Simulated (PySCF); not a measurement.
Coordinates in bohr (charge 0 multiplicity 4):
```
Ni   -0.4857    0.0000   -0.4754
Cl    1.1883    0.0000    3.5113
Cl    3.7918    0.0000   -0.7928
Cl   -4.1753    0.0000   -1.9311
```

These are results of UPBE0 in PySCF with Ni def2-SVP, Cl def2-SVP; no relativity; density-fitted integrals, not measurements.

This geometry of NiCl₃ is a stationary point at this level.

**Question.** What is the point group?

**Answer.** Cs.

**Question.** Is it a minimum?

**Answer.** No: it has 1 imaginary mode, at 108i cm⁻¹ (a'').

**Question.** Which band is strongest in the infrared?

**Answer.** 469 cm⁻¹ (a'), 93 km/mol.

**Question.** What are the dipole moment and the gap between the highest occupied and lowest empty levels of either spin?

**Answer.** 0.88 D and 2.90 eV.

**Question.** Give the atomic charges and bond orders.

**Answer.** 
```csv
atom,Mulliken,Löwdin,polar tensor,spin (Mulliken),Mayer order to Ni1
Ni1,0.59,0.26,1.09,1.71,–
Cl2,-0.13,-0.03,-0.18,0.61,0.58
Cl3,-0.15,-0.05,-0.27,0.53,0.64
Cl4,-0.31,-0.18,-0.63,0.15,1.15
```
Other Mayer orders above 0.3: Cl–Cl 0.47.

Only a few start shapes were tried, so a lower isomer may exist. Other spin states or occupations of the open shell can lie lower. At this level a quartet minimum of Cs symmetry lies 14 kJ/mol below this structure.
